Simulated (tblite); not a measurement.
C5H6N2O (charge -1 and doublet state).
Bonds: O1–C2, C2–C3, C3–N4 (double), N4–C5, C5–N6 (double), N6–C7, C7–C8, C3–C8. Hydrogens: H9 on O1; H10, H11 on C2; H12 on C5; H13 on C7; H14 on C8.

The geometry is computed with GFN2-xTB (gas phase). This method treats the open shell by occupation alone, without spin polarisation.

Question: What internal coordinates does the optimisation give?

Answer: 
| bond | length (Å) |
| --- | --- |
| O1–C2 | 1.409 |
| C2–C3 | 1.503 |
| C3=N4 | 1.410 |
| N4–C5 | 1.320 |
| C5=N6 | 1.308 |
| N6–C7 | 1.401 |
| C7–C8 | 1.382 |
| C3–C8 | 1.377 |
| O1–H9 | 0.987 |
| C2–H10, C2–H11 | 1.109 |
| C5–H12 | 1.097 |
| C7–H13 | 1.083 |
| C8–H14 | 1.088 |

Bonds in one row agree within 0.01 Å and their mean is given. A selection of angles:
| angle | degrees |
| --- | --- |
| O1–C2–C3 | 110.1 |
| C2–C3–N4 | 113.5 |
| C2–C3–C8 | 125.9 |
| N4–C3–C8 | 120.6 |
| C3–N4–C5 | 114.2 |
| N4–C5–N6 | 130.9 |
| C5–N6–C7 | 114.3 |
| N6–C7–C8 | 121.0 |
| C3–C8–C7 | 118.9 |
| H9–O1–C2 | 101.3 |

Dihedral angles: O1–C2–C3–N4 0° (synperiplanar); C2–C3–N4–C5 180° (antiperiplanar); C3–N4–C5–N6 0° (synperiplanar); N4–C5–N6–C7 0° (synperiplanar); C5–N6–C7–C8 0° (synperiplanar); N6–C7–C8–C3 0° (synperiplanar); C2–C3–C8–C7 180° (antiperiplanar); H9–O1–C2–C3 0° (synperiplanar).

H9 on O1 lies 1.79 Å from N4, 4 bonds away (angle at H 131°; Bondi radii sum to 2.75 Å). The C–C distances run from 1.377 Å (C3–C8, drawn single in a drawing that doesn't fit all lengths) to 1.503 Å (C2–C3, drawn single in a drawing that doesn't fit all lengths), a spread of 0.126 Å. C7 (carbon bonded to C, N and H) is planar (angles 123.3°, 121.0° and 115.6°, sum 360.0°, 0.00 Å off the plane of its three neighbours). The 8 heavy atoms lie in one plane (0.001 Å rms). The 6-membered ring C3–N4–C5–N6–C7–C8 has internal angles of 114.2° to 130.9° (sum 720°, against 720° for a flat polygon); it is planar, 0.00 Å rms from its mean plane, widest ring torsion 0°. C8 (carbon bonded to 2 C and H) is planar (angles 120.8°, 120.2° and 118.9°, sum 360.0°, 0.00 Å off the plane of its three neighbours). C5 (carbon bonded to 2 N and H) is planar (angles 130.9°, 114.9° and 114.2°, sum 360.0°, 0.00 Å off the plane of its three neighbours).

Point group: Cs (every atom within 0.08 Å of its image). Its GFN2-xTB frequencies are all real (lowest 48 cm⁻¹). Whether the extra electron is bound in the gas phase wasn't checked; a finite basis holds it in any case. Torsions: H–O1–C2–C3 0°, O1–C2–C3–N4 0°.

The run took 0.72 s on one thread of an Arm Neoverse V1, no GPU, shared host. This is the geometry optimisation.

One conformer stands for the species.
